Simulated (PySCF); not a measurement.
Species: C5H6OS2 (charge +1 and doublet state).
Cartesian coordinates in Å at the GFN2-xTB level; atoms count from 1:
```
atom  x, y, z in Å
C1    -2.4992    0.8240    0.5345
O2    -1.7907   -0.3903    0.3639
C3    -0.5179   -0.3870    0.1390
C4     0.2553   -1.5460   -0.0463
C5     1.5855   -1.2723   -0.2738
C6     1.8790    0.0957   -0.2711
S7     3.4429    0.7467   -0.5287
S8     0.4533    1.0588    0.0240
H9    -3.5427    0.5499    0.6773
H10   -2.1346    1.3655    1.4119
H11   -2.3993    1.4606   -0.3492
H12   -0.1803   -2.5280   -0.0090
H13    2.3404   -2.0201   -0.4402
H14    3.1074    2.0421   -0.4147
```

The hyperfine couplings belong to this conformer and change with its torsions.

As a line formula: `COc1ccc([SH+])s1` [radical] (charge +1).

Level of theory: PySCF, UKS B3LYP, pcH-1 on C H O S, non-relativistic, mean-field spin-orbit, GIAO. One conformer (not necessarily the lowest) at the GFN2-xTB geometry, without solvent, vibrations or thermal averaging. The geometry wasn't refined by DFT: couplings that depend on bond lengths, twists or pyramidal angles can differ widely from those at the functional's own minimum, by a factor of two or more for some ions and for spin on atoms past the first row. Stability of the SCF solution: not tested.

Principal values of hyperfine tensors in MHz (contact, dipolar and spin–orbit terms together), for some of the nuclei:

| atom | isotope | A1 | A2 | A3 |
| --- | --- | --- | --- | --- |
| C6 | 13C | 0.40 | 0.53 | 83.35 |
| H10 | 1H | 16.29 | 16.94 | 21.55 |
| O2 | 17O | -69.65 | 8.14 | 9.40 |
| H11 | 1H | 15.04 | 15.74 | 20.33 |
| H14 | 1H | -18.24 | -13.30 | -5.36 |
| C3 | 13C | -8.83 | -7.61 | 52.31 |
| H12 | 1H | -17.99 | -13.90 | -2.20 |
| S7 | 33S | -19.03 | -16.20 | 68.08 |

(1) Give the isotropic coupling of each nucleus in MHz and in mT (g = 2.0050), and the anisotropic part.

(2) What spin density at the nucleus of H14 lies behind its contact coupling (g_N = 5.58569)?

(3) C5 (13C, g_N = 1.40482) isn't in the table. Its spin density at the nucleus is -0.006119 bohr⁻³. What is its contact coupling?

(4) What first-order splitting does C6 cause when the field lies along A1, A2 or A3 of its tensor (g taken as isotropic, no quadrupole term)?

Answers

(1) a_iso = (A1 + A2 + A3)/3, Ti = Ai − a_iso; 1 mT corresponds to 28.063 MHz. The tensors hold a spin–orbit part: the run splits a_iso into a_FC + a_SO, and T includes its anisotropic share.

```
atom  a_iso (MHz)    a_FC   a_SO  a_iso (mT)      T1      T2     T3
  C6        28.09   27.83   0.27       1.001  -27.70  -27.56  55.26
 H10        18.26   18.26   0.00       0.651   -1.97   -1.32   3.29
  O2       -17.37  -17.42   0.05      -0.619  -52.28   25.51  26.77
 H11        17.04   17.04   0.00       0.607   -2.00   -1.30   3.29
 H14       -12.30  -12.35   0.05      -0.438   -5.94   -1.00   6.94
  C3        11.96   11.99  -0.03       0.426  -20.78  -19.57  40.35
 H12       -11.36  -11.36  -0.01      -0.405   -6.62   -2.54   9.16
  S7        10.95   11.37  -0.41       0.390  -29.98  -27.15  57.13
```

(2) a_FC = 800.24 MHz bohr³ × g_N × ρ(0)/(2S). With a_FC = -12.35 MHz and 2S = 1, ρ(0) = -0.002763 bohr⁻³. In magnitude that is 0.9 % of the 1/π = 0.318 of a free hydrogen atom.

(3) By the same relation, a_FC = -6.88 MHz. Its full tensor has the principal values -12.70, -11.78, 3.71 MHz.

(4) 2 lines (I = 1/2), spaced by |A_i|/(g × 13.996): 0.01, 0.02, 2.97 mT along the axes of A1, A2 and A3.

The run took 90 s of wall time (grids of density and orbitals included) on Arm Neoverse V1, one thread, no GPU (shared host), and the process peaked at 0.97 GiB of memory.
